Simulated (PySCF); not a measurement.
**Dipole moment and polarisability of `FB1OCCO1`**

C₂H₄BFO₂.
Numbering: `[F:1][B:2]1[O:3][CH2:4][CH2:5][O:6]1` (hydrogens: H7, H8 on C4; H9, H10 on C5)

Structure used (PBE0-D3(BJ)/def2-SVP), in Å, numbered top down from 1:
```xyz
10
C2H4BFO2 angstrom
F     -1.470    2.207    0.713
B     -0.761    1.154    0.360
O     -1.314   -0.073    0.169
C     -0.271   -0.955   -0.206
C      1.010   -0.085   -0.220
O      0.582    1.212    0.154
H     -0.494   -1.389   -1.194
H     -0.209   -1.783    0.518
H      1.479   -0.044   -1.216
H      1.769   -0.442    0.494
```

Level: wB97X-D/def2-SVPD (PySCF), static field, nuclei fixed, core orbitals frozen in the response. The polarisability tensor in these axes (au):

```
x   42.58 -2.37 -1.88
y   -2.37 44.54  2.69
z   -1.88  2.69 35.47
```

Task: Diagonalise the tensor; give its mean and Δα, where Δα² is half the sum of the squared differences of the eigenvalues.

Result: Principal values 34.54, 40.99 and 47.05 au; mean 40.86 au = 6.06 Å³ = 6.74 × 10⁻⁴⁰ C²·m²/J; Δα = 10.84 au (27 % of the mean).

Task: What is the dipole moment, and where does it point?

Result: (1.83, -2.71, -0.93) D, 3.39 D in size, pointing from the negative to the positive side. Measured along this direction, the outermost atoms are F1 at the negative end and H10, H8, H7 and H9 at the positive end.

Task: Estimate the molar refractivity from the static electronic polarisability.

Result: Lorentz–Lorenz: R = (4π/3)N_A α = 2.5225 cm³/(mol·Å³) × 6.06 Å³ = 15.3 cm³/mol, in the limit of long wavelengths.

Task: Find the Langevin capture rate constant for NH4+ (18.034 u) meeting this molecule (90.029 u), k = 2.342 × 10⁻⁹ cm³/s × √(α in Å³ / reduced mass in u).

Result: The reduced mass is 15.02 u, so k = 1.49 × 10⁻⁹ cm³/s. The formula leaves out the permanent dipole, which adds to the capture rate.

Task: Refractivity n − 1 of an ideal gas of it at 350 K and 1 atm, from the electronic α?

Result: N = p/kT = 2.0968 × 10¹⁹ cm⁻³, so n − 1 = 2π × N × 6.06 × 10⁻²⁴ cm³ = 798 × 10⁻⁶ at long wavelengths.

Task: Along which axes do the principal values lie, and how far do the nuclei extend along each?

Result: Largest value along (-0.54, 0.80, 0.27), where the nuclei span 3.92 Å; middle along (0.83, 0.56, -0.01), 2.39 Å; least along (0.16, -0.22, 0.96), 1.78 Å. The response follows the extents in order.

Task: What depolarisation ratio follows for Rayleigh scattering of linearly polarised light, taking the static tensor?

Result: ρ = 3Δα²/(45ᾱ² + 4Δα²) = 352.4/(75136 + 469.8) = 0.00466.

Isolated species at its PBE0-D3(BJ)/def2-SVP geometry, gas phase.
